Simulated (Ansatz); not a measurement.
`CB(Cl)CN` + H₂Se → `CB(Cl)[SeH]` + CH₃NH₂  (ligand exchange at a B–C bond)

Isolated molecules relaxed with PBE0-D4/def2-TZVP in Ansatz; ΔE leaves out vibrations. CCSD(T)/CBS adds triple-zeta CCSD(T) − MP2 to the extrapolated MP2 energy (def2 sets, frozen cores). DFT in def2-TZVPP. B3LYP here is the variant with VWN-RPA as its local correlation; programs differ in this. For Se outer-core shells are correlated without core-valence functions, which leaves a few kJ/mol of doubt a bond. Scalar relativity is left out up to krypton. Each species was taken in one conformer, which may not be the lowest.

```
             level  ΔE (kJ/mol)  difference from CCSD(T)/CBS
            PBE-D4        -67.2                          1.0
         r2SCAN-D4        -66.1                          2.1
           PBE0-D4        -65.7                          2.5
          B3LYP-D4        -64.3                          3.9
           ωB97X-V        -61.2                          7.0
           ωB97M-V        -60.0                          8.2
            B2PLYP        -67.7                          0.5
               PBE        -67.9                          0.3
            r2SCAN        -66.7                          1.5
              PBE0        -66.4                          1.8
             B3LYP        -64.9                          3.3
     HF/def2-TZVPP        -62.1                          6.1
    MP2/def2-TZVPP        -73.3                         -5.1
SCS-MP2/def2-TZVPP        -71.4                         -3.2
   CCSD/def2-TZVPP        -65.3                          2.9
CCSD(T)/def2-TZVPP        -67.3                          0.9
     HF/def2-QZVPP        -61.2                          7.0
    MP2/def2-QZVPP        -73.5                         -5.3
SCS-MP2/def2-QZVPP        -71.4                         -3.2
      HF/CBS(def2)        -61.1                          7.1
     MP2/CBS(def2)        -74.2                         -6.0
    CCSD/CBS(def2)        -66.2                          2.0
       CCSD(T)/CBS        -68.2                            0
```

Largest T1 diagnostic among the species: 0.011.

In def2-TZVPP, CCSD(T) changes the Hartree–Fock value by −5.2 kJ/mol (the triples alone add −2.0 kJ/mol) and MP2 by −11.2 kJ/mol.
